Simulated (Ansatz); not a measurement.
Reaction (silylene formation by 1,1-elimination): `N[Si@H](F)[Si@@H](N)F` → `N[SiH](F)F` + `N[SiH]`

Program: Ansatz. Geometries: PBE0-D4/def2-TZVP. ΔE: electronic, gas phase. CCSD(T)/CBS adds triple-zeta CCSD(T) − MP2 to the extrapolated MP2 energy (def2 sets, frozen cores). This one scheme is used for every species. Functionals use def2-TZVPP. B3LYP here is the variant with VWN-RPA as its local correlation; programs differ in this. One conformer a species, not always the lowest.

`N[Si@H](F)[Si@@H](N)F`:

Cartesian coordinates in Å:
```
N -0.442 -1.810 -0.743
Si 0.876 -0.987 -0.041
F 2.269 -1.164 -0.828
Si 0.287 1.280 -0.031
N -0.945 1.481 1.122
F -0.173 1.612 -1.544
H -0.867 -1.470 -1.591
H -0.566 -2.804 -0.638
H 1.098 -1.592 1.296
H 1.351 2.264 0.285
H -1.685 0.806 1.227
H -1.202 2.383 1.488
```

`N[SiH](F)F`:

```xyz
7

N    -0.132    0.035   -1.043
Si    0.154    0.041    0.616
F    -0.564    1.313    1.236
F    -0.470   -1.193    1.403
H     0.449   -0.492   -1.673
H    -1.032    0.247   -1.439
H     1.596    0.048    0.900
```

`N[SiH]`:

```xyz
5

N    -0.109   -0.421    0.359
Si    1.029    0.402   -0.611
H    -1.084   -0.188    0.461
H     0.149   -1.224    0.911
H     0.015    1.432   -1.120
```

Question: Is it downhill or uphill in electronic energy at CCSD(T)/CBS, and by how much? (Best estimate.)

Answer: Ansatz gave: Uphill: ΔE = +1.39 eV.

Question: What do these levels give: PBE0-D4, PBE0, B3LYP, SCS-MP2/def2-TZVPP, CCSD/def2-TZVPP, CCSD(T)/def2-TZVPP? (Estimate.)

Answer: Computed: PBE0-D4 1.57, PBE0 1.47, B3LYP 1.22, SCS-MP2/def2-TZVPP 1.33, CCSD/def2-TZVPP 1.28, CCSD(T)/def2-TZVPP 1.30 eV.

Largest T1 diagnostic among the species: 0.015.

The D4 term adds +0.17 eV with B3LYP and +0.10 eV with PBE0; it sums over pairs of atoms, weighted by their polarisabilities, and B3LYP, whose exchange is more repulsive, gets the larger term. In def2-TZVPP, CCSD(T) changes the Hartree–Fock value by +0.13 eV (the triples alone add +0.03 eV) and MP2 by +0.24 eV. From PBE to PBE0 (25 % exact exchange), in def2-TZVPP and without D4, ΔE moves by +0.07 eV.
